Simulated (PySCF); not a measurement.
# Energy of V⁻ (vanadium, charge -1) between two integer charges

The 3d alpha orbital of [Ar] 3d4 4s2 is emptied in steps (occupation f), with all orbitals relaxed, ending at [Ar] 3d3 4s2. Computed with PySCF 2.14 in aug-pcseg-2 (7s5p4d3f2g, 81 functions), with the non-relativistic Hamiltonian (point nucleus). The exact energy is a straight line in f; departures are measured from the line between the end points of the same method.

| f | r2SCAN (eV) |
| --- | --- |
| 1 | 0.000 |
| 0.75 | -0.542 |
| 0.5 | -0.749 |
| 0.25 | -0.539 |
| 0 | 0.000 |

```tsv
method	E(f=0) − E(f=1) (eV)	−ε at f=1 (eV)	−ε at f=0.5 (eV)
r2SCAN	0.989	-1.741	0.954
```

Orbital energy along the path (eV):

| f | r2SCAN |
| --- | --- |
| 1 | 1.741 |
| 0.75 | 0.569 |
| 0.5 | -0.954 |
| 0.25 | -2.675 |
| 0 | -3.203 |

At f = 1 the orbital energy is positive for r2SCAN: only the finite basis holds the electron.

Reference removal energy between the ground levels: 0.528 eV (measured; photodetachment measurements, as compiled on the Wikipedia data page of electron affinities). The calculation has no spin-orbit coupling. The determinant left behind need not be the lowest term of the ion.
